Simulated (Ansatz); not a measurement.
One change: `[NH2][Nb]([OH])([F])=[S]` becomes `[CH3][Nb]([OH])([F])=[S]`.

Ansatz, PBE0-D4/def2-TZVP geometries, multiplicity 1. Each molecule was computed in one conformer, which needn't be the lowest.

Elements past krypton have def2 core potentials.

```json
{"property": "LUMO energy (B3LYP/def2-TZVPP) / eV", "`[NH2][Nb]([OH])([F])=[S]`": "-2.16"}
{"property": "HOMO–LUMO gap (PBE0/def2-TZVPP) / eV", "`[NH2][Nb]([OH])([F])=[S]`": "5.79"}
{"property": "HOMO energy (B3LYP/def2-TZVPP) / eV", "`[NH2][Nb]([OH])([F])=[S]`": "-7.50"}
{"property": "HOMO–LUMO gap (ωB97M-V/def2-TZVPP) / eV", "`[NH2][Nb]([OH])([F])=[S]`": "9.99"}
{"property": "LUMO energy (ωB97M-V/def2-TZVPP) / eV", "`[NH2][Nb]([OH])([F])=[S]`": "0.12"}
{"property": "LUMO energy (PBE0/def2-TZVPP) / eV", "`[NH2][Nb]([OH])([F])=[S]`": "-1.96"}
```

Problem. What does the change do to each property? (Best estimate.)

Solution. Ansatz gave: 
| property | `[CH3][Nb]([OH])([F])=[S]` | shift |
| --- | --- | --- |
| LUMO energy (B3LYP/def2-TZVPP) / eV | -2.34 | -0.18 |
| HOMO–LUMO gap (PBE0/def2-TZVPP) / eV | 5.69 | -0.10 |
| HOMO energy (B3LYP/def2-TZVPP) / eV | -7.57 | -0.07 |
| HOMO–LUMO gap (ωB97M-V/def2-TZVPP) / eV | 9.91 | -0.08 |
| LUMO energy (ωB97M-V/def2-TZVPP) / eV | -0.03 | -0.15 |
| LUMO energy (PBE0/def2-TZVPP) / eV | -2.13 | -0.17 |

With PBE0 the HOMO falls by 0.07 eV and the LUMO falls by 0.17 eV, so the gap narrows by about 0.10 eV. PBE moves the HOMO by -0.09 eV and ωB97M-V by -0.07 eV. The zero-point energy changes by 25.6 kJ/mol with +3 modes.

B3LYP here is the variant with VWN-RPA as its local correlation; programs differ in this.
